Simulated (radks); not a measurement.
Problem. The tin anion Sn4-, [Xe], held by a Watson sphere: a shell of charge +3.69 at radius R that stands for the Madelung well of a crystal (potential energy -3.69/R inside, -3.69/r outside, in hartree with lengths in bohr). Method: scalar-relativistic Kohn-Sham, LDA (Slater exchange, Perdew-Wang correlation), spin-polarised, spherical densities, finite nucleus; Fermi nuclear charge, rms radius of each element as measured or else 0.836 A^(1/3) + 0.57 fm; computed with a radial shooting solver on a logarithmic mesh with Libxc functionals. Response by self-consistent Sternheimer equations with the Hartree and adiabatic LDA kernel, the relativistic mass of each level held fixed and spin-orbit coupling left out. The sphere does not respond.

| R (bohr) | e(4d) (eV) | e(5s) (eV) | e(5p) (eV) | <r> 5p (bohr) | sum of <r^2> (bohr^2) | X-ray form factor at sin(theta)/lambda = 0.2 1/angstrom | alpha (bohr^3) |
|---|---|---|---|---|---|---|---|
| 2.42 | -25.074 | -12.253 | -4.941 | 2.888 | 93.98 | 40.228 | 59.49 |
| 3.69 | -22.233 | -9.142 | -3.504 | 3.562 | 127.4 | 39.981 | 139.5 |
| 5.67 | -21.904 | -7.399 | -2.078 | 4.712 | 198.5 | 40.212 | 500.7 |
| 5.84 | -21.920 | -7.351 | -2.005 | 4.813 | 205.7 | 40.223 | 550.9 |

Estimate the row for R = 4.85 bohr.

Solution. e(4d) (eV) -21.886; e(5s) (eV) -7.803; e(5p) (eV) -2.527; <r> 5p (bohr) 4.228; sum of <r^2> (bohr^2) 166.1; X-ray form factor at sin(theta)/lambda = 0.2 1/angstrom 40.126; alpha (bohr^3) 304.7.
